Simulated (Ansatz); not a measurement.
Input file for Ansatz (an electronic-structure program): R-wB97M-V/def2-TZVPP on H3NSSn (SMILES [NH2][Sn][SH]), a point of a torsion scan. Elements past Kr take the def2 small-core potentials; no spin–orbit coupling.

Ansatz 0.2 input:
```yaml
crystal:
  periodic: [false, false, false]
  atoms:
    - {symbol: N, position_ang: [-1.27600327, 0.05110150, 0.11163875]}
    - {symbol: Sn, position_ang: [0.20836326, -0.93295364, 1.11393331]}
    - {symbol: S, position_ang: [2.01157011, -0.31840952, -0.46262973]}
    - {symbol: H, position_ang: [-2.25423601, 0.06453374, 0.36453948]}
    - {symbol: H, position_ang: [-1.17170786, 0.63213533, -0.71021495]}
    - {symbol: H, position_ang: [1.44738822, -0.89051389, -1.51434994]}
basis:
  gaussian:
    orbitals: def2-TZVPP
hamiltonian:
  xc: {name: wB97M-V}
scf: {lower_state_search: off}
```

Output:

```
WARN ansatz: RAYON_NUM_THREADS=1 ignored (pool sized by the plan → 1); use --threads N
Functional definition: wB97M-V
these checks for a lower state are left out or cut short: stability, starts, cluster_reference, orbital_swaps, neighbouring_geometries, increment
integrals: 0.11 GiB planned
1055 factors; their error is unknown
integrals: 0.14 GiB planned
221 factors; integrals over basis functions are off by at most 2.3e-5 eV
mean field: 0.89 GiB planned
mean field evaluation 1: about -18199.0323 eV, gradient 5.6e1 eV
mean field evaluation 2: about -18192.7412 eV, gradient 7.6e1 eV
mean field evaluation 4: about -18205.5147 eV, gradient 2.9e0 eV
mean field evaluation 8: about -18205.5375 eV, gradient 7.1e-2 eV
mean field evaluation 16: about -18205.5887 eV, gradient 1.7e-4 eV
mean field -18205.58874276 eV, -669.0430461052 hartree, gradient 3.3e-6 eV, S^2 0.000000; 0 other end points of the search recorded, 0 dependent functions left out
reference -18205.58878890 eV, -669.0430478008 hartree; 24, 24 occupied and 141, 141 virtual orbitals, 1055 factors
Total energy: -18205.58878890 eV, -669.0430478008 hartree
Checks for a lower state left out: stability, starts, cluster_reference, orbital_swaps, neighbouring_geometries, increment
```

The run converged.

Cost: around 13 core-seconds (rough).
